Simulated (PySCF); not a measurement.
Simulated outer-valence photoelectron spectrum of `COB(F)P`. Method: EOM-IP-CCSD/aug-cc-pVDZ in PySCF, restricted Hartree–Fock reference, 9 core orbitals frozen, non-relativistic, gas phase, PBE0-D3(BJ)/def2-SVP geometry.

Each root has a Gaussian of 0.8 eV full width with its one-hole share as area; cross sections and vibrations are left out, and the highest printed point is 100.

```tsv
ionisation energy (eV)	intensity
8.8	1
9.0	3
9.2	10
9.4	24
9.6	41
9.8	49
10.0	41
10.2	24
10.4	10
10.6	3
10.8	2
11.0	6
11.2	17
11.4	37
11.6	60
11.8	80
12.0	94
12.2	100
12.4	93
12.6	72
12.8	50
13.0	42
13.2	47
13.4	49
13.6	40
13.8	23
14.0	9
14.2	4
14.4	6
14.6	15
14.8	33
15.0	52
15.2	65
15.4	69
15.6	66
15.8	56
16.0	46
16.2	44
16.4	49
16.6	48
16.8	36
17.0	19
17.2	7
17.4	2
17.6	0
```

Q: Where are the maxima, and how many lines lie under the curve?

A: 5 maxima, at 9.8, 12.2, 13.4, 15.4 and 16.5 eV, from 8 lines. At this width some lines have no maximum of their own.

Q: List the lines with their holes.

A: 
| E (eV) | leading hole (HF orbital) | area | Koopmans (eV) |
| --- | --- | --- | --- |
| 9.80 | HOMO | 0.96 | 10.15 |
| 11.70 | HOMO-1 | 0.95 | 12.81 |
| 12.17 | HOMO-2 | 0.95 | 13.39 |
| 12.47 | HOMO-3 | 0.95 | 13.93 |
| 13.38 | HOMO-4 | 0.95 | 14.12 |
| 15.12 | HOMO-5 | 0.95 | 16.95 |
| 15.68 | HOMO-6 | 0.95 | 17.38 |
| 16.54 | HOMO-7 | 0.94 | 18.52 |

The widest gap, 1.90 eV, lies between 9.80 and 11.70 eV. Only orbitals with −ε under 21 eV, eight at most, were ionised, so the high end of the curve may lack lines.

Shape of the structure used: `[CH3:1][O:2][B:3]([F:4])[PH2:5]`: C1–O2–B3–F4 -1°, H–P5–B3–O2 -40°, H–P5–B3–O2 -136°.

One conformer stands for the species.
